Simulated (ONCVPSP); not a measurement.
Zr (Z = 40): what ONCVPSP 4.0.1 does with a changed input

Command:

```bash
oncvpspr.x < Zr.dat > Zr.out
```

Input:

```
# ATOM AND REFERENCE CONFIGURATION
# atsym  z   nc   nv     iexc    psfile
  Zr 40.00    6    5  -118130      upf
#
#   n    l    f
    1    0    2.00
    2    0    2.00
    2    1    6.00
    3    0    2.00
    3    1    6.00
    3    2   10.00
    4    0    2.00
    4    1    6.00
    4    2    2.00
    5    0    1.75
    5    1    1.75
#
# PSEUDOPOTENTIAL AND OPTIMIZATION
# lmax
    2
#
#   l,   rc,      ep,       ncon, nbas, qcut
    0    2.05    0.00    4    8    5.00
    1    2.75    0.00    3    8    4.90
    2    2.30    0.00    4    8    6.90
#
# LOCAL POTENTIAL
# lloc, lpopt,  rc(5),   dvloc0
    4    5    1.35    0.00
#
# VANDERBILT-KLEINMAN-BYLANDER PROJECTORs
# l, nproj, debl
    0    2    3.50
    1    2    2.40
    2    2    0.50
#
# MODEL CORE CHARGE
# icmod, fcfact, rcfact
    0    0.00    0.00
#
# LOG DERIVATIVE ANALYSIS
# epsh1, epsh2, depsh
   -4.00    5.00    0.02
#
# OUTPUT GRID
# rlmax, drl
    6.00    0.01
#
# TEST CONFIGURATIONS
# ncnf
    4
# nvcnf
#   n    l    f
    5
    4    0    2.00
    4    1    6.00
    4    2    2.00
    5    0    2.00
    5    1    0.00
#
    5
    4    0    2.00
    4    1    6.00
    4    2    2.00
    5    0    1.00
    5    1    0.00
#
    5
    4    0    2.00
    4    1    6.00
    4    2    2.00
    5    0    0.00
    5    1    0.00
#
    5
    4    0    2.00
    4    1    6.00
    4    2    3.00
    5    0    0.00
    5    1    0.00
#
```

This is an input that runs to its end, with one change: occupation of the last valence shell set to 1.75. The unchanged file is no sound one. Note: ghosts flagged at negative energy: d3/2 at -468.5 eV; GHOST(+) flagged for s at 103.9 eV. A true bound ghost makes a file unfit for plane-wave use.

Task: How does the run end?

Result: The program refuses the input: "test_data: reference configuration is negative ion".

```
ONCVPSP  (Optimized Norm-Conservinng Vanderbilt PSeudopotential)
relativistic version 4.0.1

test_data: reference configuration is negative ion
ERROR: test_data found   1 ERROR; stopping
```
